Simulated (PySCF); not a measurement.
**Levels of Rh¹⁶⁺ from EOM-EA-GCCSD**

Reference: closed-shell Rh¹⁷⁺, [Ar] 3d10; one electron is added. Calculated with PySCF 2.14, two-component X2C-1e with screened spin-orbit coupling, an uncontracted even-tempered set (19 s from 0.54 bohr⁻², ratio 2.6; 15 p from 0.7 bohr⁻², ratio 2.6; 10 d from 0.7 bohr⁻², ratio 2.6; 6 f from 0.72 bohr⁻², ratio 2.8); frozen [Ar]; the 100 highest virtual spinors dropped; of the others 70 kept and the rest restored at second order. No Breit or QED terms. Binding energies in eV.

```tsv
level	Koopmans
4s1/2	414.51
4p1/2	379.70
4p3/2	373.47
```

(1) How does correlation move these levels?

For comparison, the ionisation energy of Rh¹⁶⁺ is 415.97 ± 0.14 eV (semi-empirical (NIST evaluation); NIST Atomic Spectra Database, ionization energies).

Results:

(1) 4s1/2: second order 415.71, EOM-CCSD 415.66; 4p1/2: second order 380.81, EOM-CCSD 380.76; 4p3/2: second order 374.53, EOM-CCSD 374.49.
